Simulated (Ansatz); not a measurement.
Species: P2H5, charge 1, singlet. P2H5+ (SMILES P[PH3+]).
B3LYP-D3(BJ)/def2-TZVP minimum from Ansatz (an electronic-structure program):
```
P
H 1 1.3999
H 1 1.3999 2 105.75
H 1 1.4021 2 106.00 3 112.26
P 1 2.2072 2 110.26 3 -119.19
H 5 1.4193 1 90.52 2 -74.63
H 5 1.4193 6 94.34 1 90.56
```
Charge +1, spin multiplicity 1.

Hartree-Fock and CCSD correlation energies in hartree (Ansatz). Radicals and triplets start from unrestricted determinants; spin-orbit coupling is neglected. Correlated methods leave the cores frozen. No relativity.

```
basis        X       E(HF)  E(corr, CCSD)
-----------  -  ----------  -------------
cc-pV(T+d)Z  3  -684.16506       -0.35574
cc-pV(Q+d)Z  4  -684.17247       -0.37455
cc-pV(5+d)Z  5  -684.17395       withheld
```

**Question.** Fit E(corr) = E∞ + A/X³ to X = 3 and 4, predict X = 5, and compare with the run.

**Answer.** A = (-0.35574 - (-0.37455))/(1/27 - 1/64) = 0.8785; E∞ = -0.37455 - A/64 = -0.38828; at X = 5, E∞ + A/125 = -0.38125. The run gave -0.38072, 0.53 mEh above the prediction. The same form on X = 4 and 5 gives E∞ = -0.38719, 1.08 mEh above the first estimate.
